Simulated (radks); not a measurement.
Fe4+, configuration [Ne] 3s2 3p5 3d4 4p1 (not the ground configuration). Calculated with a radial shooting solver on a logarithmic mesh with Libxc functionals: scalar-relativistic Kohn-Sham, B86b exchange with PBE correlation, spin-polarised, spherical densities, finite nucleus; open shells are filled with parallel spins first; Fermi nuclear charge, rms radius 3.7377 fm.

Local quantities along the radius. ELF = 1/(1 + alpha^2) is the electron localisation function; alpha = (tau - tau_W)/tau_unif compares the Pauli kinetic energy density with that of the uniform gas (summed over spins); r v_xc is r times the local exchange-correlation potential of spin up (hartree bohr). tau is taken from the large components.

r (bohr),ELF,alpha,r v_xc
0.003256,1.000,0.01660,-0.1119
0.003701,1.000,0.01697,-0.1207
0.00424,1.000,0.01749,-0.1312
0.004819,1.000,0.01810,-0.1423
0.005477,1.000,0.01886,-0.1548
0.006225,1.000,0.01980,-0.1686
0.007132,1.000,0.02105,-0.1848
0.008106,0.999,0.02250,-0.2017
0.009213,0.999,0.02430,-0.2202
0.01056,0.999,0.02670,-0.2415
0.012,0.999,0.02958,-0.2631
0.01363,0.999,0.03325,-0.2863
0.0155,0.999,0.03801,-0.3108
0.01775,0.998,0.04472,-0.3379
0.02018,0.997,0.05325,-0.3642
0.02293,0.996,0.06493,-0.3908
0.02607,0.993,0.08128,-0.4170
0.02986,0.989,0.1065,-0.4436
0.03394,0.980,0.1419,-0.4667
0.03858,0.963,0.1951,-0.4871
0.04384,0.929,0.2770,-0.5039
0.05023,0.854,0.4134,-0.5176
0.05709,0.728,0.6105,-0.5267
0.06489,0.558,0.8901,-0.5327
0.07434,0.390,1.251,-0.5365
0.08449,0.297,1.537,-0.5393
0.09603,0.278,1.611,-0.5513
0.1091,0.329,1.427,-0.5902
0.125,0.455,1.093,-0.6610
0.1421,0.604,0.8098,-0.7343
0.1615,0.726,0.6147,-0.7991
0.1836,0.798,0.5026,-0.8481
0.2103,0.827,0.4570,-0.8776
0.239,0.811,0.4835,-0.8814
0.2717,0.728,0.6108,-0.8630
0.3113,0.525,0.9512,-0.8267
0.3538,0.296,1.540,-0.7844
0.4021,0.189,2.072,-0.7511
0.457,0.219,1.886,-0.8181
0.5236,0.405,1.213,-0.9566
0.595,0.626,0.7722,-1.052
0.6763,0.753,0.5725,-1.121
0.7686,0.794,0.5088,-1.150
0.8806,0.780,0.5315,-1.132
1.001,0.712,0.6361,-1.072
1.138,0.572,0.8644,-0.9799
1.293,0.369,1.309,-0.8761
1.481,0.189,2.073,-0.7796
1.684,0.122,2.684,-0.7123
1.913,0.132,2.566,-0.6767
2.192,0.203,1.984,-0.6604
2.491,0.275,1.622,-0.6062
2.832,0.284,1.590,-0.5334
3.218,0.214,1.916,-0.4839
3.687,0.107,2.885,-0.4437
4.191,0.037,5.117,-0.3836
4.763,0.008,10.94,-0.2998
5.413,0.001,28.51,-0.2127
6.202,0.000,100.2,-0.1348

On this mesh the ELF has minima near r = 0.096, 0.40, 1.7 bohr, which separate the shells, and maxima near 0.21 (0.83), 0.77 (0.79), 2.8 (0.28).
